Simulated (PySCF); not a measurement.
# Broadened absorption spectrum of C5H11NSi

Compound: C₅H₁₁NSi.
Structure used (GFN2-xTB), in Å, numbered top down from 1:
```xyz
18
C5H11NSi angstrom
C     -1.1243   -1.5784   -0.9524
C     -1.0357   -0.3314   -0.5418
C     -2.0389    0.7157   -0.1382
C     -0.8880    1.5419    0.4642
C      0.1326    0.5531   -0.1501
N      1.1250    0.0152    0.7326
Si     2.6326   -0.6198    0.2072
H     -0.2438   -2.1721   -1.1331
H     -2.0756   -2.0552   -1.1247
H     -2.8067    0.3827    0.5591
H     -2.5251    1.1947   -0.9874
H     -0.8705    1.5243    1.5519
H     -0.8087    2.5709    0.1230
H      0.6475    0.9670   -1.0206
H      0.6985   -0.3966    1.5501
H      3.3481   -0.9055    1.4484
H      3.2552    0.4382   -0.5894
H      2.5689   -1.8383   -0.6172
```

Computed with TDDFT B3LYP/def2-SVPD, vertical, gas phase, core orbitals frozen in the response in PySCF.

Each state is given a Gaussian of 0.5 eV full width at half maximum, with ε(max) = 2.175×10⁸ f / Δν̃ (Δν̃ the width in cm⁻¹). The width is an assumption, not a result. The curve ends short of the highest state used, and states not computed would add to its high-energy end.

```json
{"λ (nm)": "199.0", "ε (L mol⁻¹ cm⁻¹)": "3460"}
{"λ (nm)": "200.5", "ε (L mol⁻¹ cm⁻¹)": "2715"}
{"λ (nm)": "202.0", "ε (L mol⁻¹ cm⁻¹)": "2069"}
{"λ (nm)": "203.5", "ε (L mol⁻¹ cm⁻¹)": "1542"}
{"λ (nm)": "205.0", "ε (L mol⁻¹ cm⁻¹)": "1140"}
{"λ (nm)": "206.5", "ε (L mol⁻¹ cm⁻¹)": "853"}
{"λ (nm)": "207.9", "ε (L mol⁻¹ cm⁻¹)": "673"}
{"λ (nm)": "209.4", "ε (L mol⁻¹ cm⁻¹)": "555"}
{"λ (nm)": "210.9", "ε (L mol⁻¹ cm⁻¹)": "492"}
{"λ (nm)": "212.4", "ε (L mol⁻¹ cm⁻¹)": "466"}
{"λ (nm)": "213.9", "ε (L mol⁻¹ cm⁻¹)": "459"}
{"λ (nm)": "215.4", "ε (L mol⁻¹ cm⁻¹)": "461"}
{"λ (nm)": "216.9", "ε (L mol⁻¹ cm⁻¹)": "465"}
{"λ (nm)": "218.4", "ε (L mol⁻¹ cm⁻¹)": "467"}
{"λ (nm)": "219.9", "ε (L mol⁻¹ cm⁻¹)": "470"}
{"λ (nm)": "221.4", "ε (L mol⁻¹ cm⁻¹)": "474"}
{"λ (nm)": "222.8", "ε (L mol⁻¹ cm⁻¹)": "483"}
{"λ (nm)": "224.3", "ε (L mol⁻¹ cm⁻¹)": "502"}
{"λ (nm)": "225.8", "ε (L mol⁻¹ cm⁻¹)": "533"}
{"λ (nm)": "227.3", "ε (L mol⁻¹ cm⁻¹)": "577"}
{"λ (nm)": "228.8", "ε (L mol⁻¹ cm⁻¹)": "633"}
{"λ (nm)": "230.3", "ε (L mol⁻¹ cm⁻¹)": "698"}
{"λ (nm)": "231.8", "ε (L mol⁻¹ cm⁻¹)": "769"}
{"λ (nm)": "233.3", "ε (L mol⁻¹ cm⁻¹)": "839"}
{"λ (nm)": "234.8", "ε (L mol⁻¹ cm⁻¹)": "903"}
{"λ (nm)": "236.3", "ε (L mol⁻¹ cm⁻¹)": "956"}
{"λ (nm)": "237.7", "ε (L mol⁻¹ cm⁻¹)": "990"}
{"λ (nm)": "239.2", "ε (L mol⁻¹ cm⁻¹)": "1008"}
{"λ (nm)": "240.7", "ε (L mol⁻¹ cm⁻¹)": "1005"}
{"λ (nm)": "242.2", "ε (L mol⁻¹ cm⁻¹)": "982"}
{"λ (nm)": "243.7", "ε (L mol⁻¹ cm⁻¹)": "939"}
{"λ (nm)": "245.2", "ε (L mol⁻¹ cm⁻¹)": "881"}
{"λ (nm)": "246.7", "ε (L mol⁻¹ cm⁻¹)": "809"}
{"λ (nm)": "248.2", "ε (L mol⁻¹ cm⁻¹)": "730"}
{"λ (nm)": "249.7", "ε (L mol⁻¹ cm⁻¹)": "646"}
{"λ (nm)": "251.1", "ε (L mol⁻¹ cm⁻¹)": "567"}
{"λ (nm)": "252.6", "ε (L mol⁻¹ cm⁻¹)": "485"}
{"λ (nm)": "254.1", "ε (L mol⁻¹ cm⁻¹)": "408"}
{"λ (nm)": "255.6", "ε (L mol⁻¹ cm⁻¹)": "337"}
{"λ (nm)": "257.1", "ε (L mol⁻¹ cm⁻¹)": "275"}
{"λ (nm)": "258.6", "ε (L mol⁻¹ cm⁻¹)": "220"}
{"λ (nm)": "260.1", "ε (L mol⁻¹ cm⁻¹)": "174"}
{"λ (nm)": "261.6", "ε (L mol⁻¹ cm⁻¹)": "136"}
{"λ (nm)": "263.1", "ε (L mol⁻¹ cm⁻¹)": "105"}
{"λ (nm)": "264.6", "ε (L mol⁻¹ cm⁻¹)": "79"}
{"λ (nm)": "266.0", "ε (L mol⁻¹ cm⁻¹)": "61"}
{"λ (nm)": "267.5", "ε (L mol⁻¹ cm⁻¹)": "45"}
{"λ (nm)": "269.0", "ε (L mol⁻¹ cm⁻¹)": "33"}
{"λ (nm)": "270.5", "ε (L mol⁻¹ cm⁻¹)": "24"}
{"λ (nm)": "272.0", "ε (L mol⁻¹ cm⁻¹)": "17"}
{"λ (nm)": "273.5", "ε (L mol⁻¹ cm⁻¹)": "12"}
{"λ (nm)": "275.0", "ε (L mol⁻¹ cm⁻¹)": "9"}
{"λ (nm)": "276.5", "ε (L mol⁻¹ cm⁻¹)": "6"}
{"λ (nm)": "278.0", "ε (L mol⁻¹ cm⁻¹)": "4"}
{"λ (nm)": "279.4", "ε (L mol⁻¹ cm⁻¹)": "3"}
{"λ (nm)": "280.9", "ε (L mol⁻¹ cm⁻¹)": "2"}
```

Q: Locate the maxima and give the states behind the curve.

A: 240 nm (5.17 eV), ε about 1000, made up of S1 (99%) (ε in L mol⁻¹ cm⁻¹; maxima over ε = 5, shares over 10%). At its high-energy end, 6.23 eV, the curve is still rising (ε about 3500, from S4 and S5). The states used: S1 5.16 eV (f 0.018); S2 5.72 eV (f 0.0076); S3 6.36 eV (f 0.0029); S4 6.42 eV (f 0.069); S5 6.46 eV (f 0.015); S6 6.62 eV (f 0.017); S7 6.78 eV (f 0.063); S8 6.83 eV (f 0.051).

Q: What would ε be at 5.17 eV, the highest of these maxima, with half the width (0.25 eV)?

A: About 1990 L mol⁻¹ cm⁻¹ against 1010, a factor of about 1.97; a lone state at its own centre would give exactly 2.

Q: Coming from long wavelengths, where does ε first pass 100 L mol⁻¹ cm⁻¹?

A: At about 263 nm (4.71 eV), 0.45 eV below S1.

Q: On this curve, what absorbance would a 10⁻³ mol/L sample give at 266 nm over a 1 cm path?

A: 266 nm is 4.661 eV, where ε is about 61 L mol⁻¹ cm⁻¹, so A = ε c l ≈ 0.061 (Beer–Lambert, with the gas-phase spectrum and the assumed width).

One conformer stands for the species.
